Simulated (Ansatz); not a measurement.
CH₄Si, charge +1, doublet, geometry from GFN2-xTB (a state made from the parent by changing its charge; the spin is typed, not shown lowest). Base run: BLYP/def2-SVP (Ansatz, a program for electronic structure).

Here is a job for Ansatz.
Ansatz 0.2 input:
```yaml
crystal:
  periodic: [false, false, false]
  atoms:
    - {symbol: C, position_ang: [-1.22822450, -0.06393038, -0.03155835]}
    - {symbol: Si, position_ang: [0.59642478, 0.03104454, 0.01532471]}
    - {symbol: H, position_ang: [-1.86786667, 0.79391978, 0.15621786]}
    - {symbol: H, position_ang: [-1.76494933, -0.98301168, -0.24956047]}
    - {symbol: H, position_ang: [1.38525197, -1.17029396, 0.24283199]}
    - {symbol: H, position_ang: [1.26696403, 1.30834460, -0.17468520]}
basis:
  gaussian:
    orbitals: def2-SVP
hamiltonian:
  xc: blyp
total_charge: 1
magnetization: {spin_polarized: true, initial_magnetization: 1}
```

The base run was repeated with changes; each row names its change, and settings that it needs were set with it.

| change | basis functions | E (Eh) |
|---|---|---|
| base | 52 | -329.46990 |
| basis = STO-3G | 18 | -325.78267 |
| basis = 6-31G* | 42 | -329.57613 |
| basis = 6-31+G* | ___ | ___ |
| basis = pcseg-1 | 52 | -329.57731 |
| basis = 6-31G** | 54 | -329.58174 |
| basis = def2-SVPD | 76 | -329.47428 |
| basis = 6-311++G** | 81 | -329.61665 |
| basis = 6-311+G(2d,p) | ___ | ___ |
| basis = def2-TZVP | 92 | -329.62172 |
| basis = pc-2 | ___ | ___ |
| basis = def2-TZVPP | ___ | ___ |
| basis = def2-QZVPP | 247 | -329.63800 |

### Question
What belongs in the gaps?

### Answer

- basis = 6-31+G*, basis functions: 50
- basis = 6-31+G*, E (Eh): -329.57760
- basis = 6-311+G(2d,p), basis functions: 86
- basis = 6-311+G(2d,p), E (Eh): -329.61936
- basis = pc-2, basis functions: 120
- basis = pc-2, E (Eh): -329.63378
- basis = def2-TZVPP, basis functions: 129
- basis = def2-TZVPP, E (Eh): -329.62311

Totals compare only among sets that treat the same electrons; sets with core potentials leave the core out.
